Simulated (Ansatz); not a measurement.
Two isomers of CH3BFNO: A = `C=NB(O)F`, B = `FB1NCO1`.

Program: Ansatz. Geometries: PBE0-D4/def2-TZVP. ΔE: electronic, gas phase. CCSD(T)/CBS is the MP2 limit (def2-TZVPP, def2-QZVPP) plus CCSD(T) − MP2 in def2-TZVPP, frozen cores. DFT in def2-TZVPP. B3LYP here is the variant with VWN-RPA as its local correlation; programs differ in this. One conformer a species, not always the lowest.

A:

Z-matrix (Å, degrees):
```
C
N 1 1.251
H 1 1.095 2 120.4
H 1 1.099 2 123.8 3 179.9
B 2 1.426 1 134.3 3 -179.2
F 5 1.330 2 119.4 1 87.5
O 5 1.356 2 123.3 1 -97.9
H 7 0.959 5 113.2 2 2.7
```

B:

```xyz
8

F     1.5027   -0.7328    1.7324
B     0.6265   -0.2970    0.8555
N     0.6739    0.0981   -0.5011
C    -0.7616    0.2706   -0.3612
O    -0.7275   -0.0595    1.0402
H     1.1756   -0.1274   -1.3380
H    -1.1165    1.2938   -0.5109
H    -1.3731   -0.4457   -0.9170
```

Q: Which isomer does CCSD(T)/CBS put lower? Give the gap. (An estimate is asked.)

A: Computed: A, by 31.7 kJ/mol.

Q: Give E(B) − E(A) in kJ/mol with B3LYP, PBE0-D4, LDA (SPW92), B3LYP-D4, HF/def2-TZVPP, ωB97M-V, PBE-D4. (Best estimate.)

A: Ansatz gave: B3LYP 43.3, PBE0-D4 17.3, LDA (SPW92) 0.1, B3LYP-D4 43.0, HF/def2-TZVPP 47.2, ωB97M-V 27.2, PBE-D4 25.0. None reverses the order clearly.

Q: Does the order hold for the free energy at 298.15 K (harmonic terms from PBE0-D4)? (An estimate is asked.)

A: The calculation gave: Yes: G(B) − G(A) = +41.9 kJ/mol, for one conformer each.

Largest T1 diagnostic: 0.013.

From PBE to PBE0 (25 % exact exchange), in def2-TZVPP and without D4, E(B) − E(A) moves by −7.8 kJ/mol. Leaving LDA and LC-ωPBE aside and taking each functional with its dispersion term where it has one, the values, not all of them listed here, spread over 37.3 kJ/mol, from PBE-QIDH to BLYP-D4. LDA lies −24.9 kJ/mol from PBE without D4.
